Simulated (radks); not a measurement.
The terbium ion Tb52+, 13 electrons, occupied as [Ne] 3s2 3p1 (the NIST ground configuration). Calculated with a radial shooting solver on a logarithmic mesh with Libxc functionals: Dirac Kohn-Sham, PBE, spin-unpolarised, spherical densities, point nucleus; open shells are shared between the two j in proportion to 2j + 1.

Spin-orbit splittings of the eigenvalues, e(l+1/2) - e(l-1/2), with zeta = 2 splitting/(2l+1) and mean radii in bohr:

2p: occ. 6; splitting (eV) 770.3; zeta (eV) 513.6; <r> j=l-1/2 0.07469; <r> j=l+1/2 0.08134
3p: occ. 1; splitting (eV) 202.9; zeta (eV) 135.3; <r> j=l-1/2 0.2038; <r> j=l+1/2 0.2136
3d: occ. 0; splitting (eV) 49.25; zeta (eV) 19.70; <r> j=l-1/2 0.1835; <r> j=l+1/2 0.1866
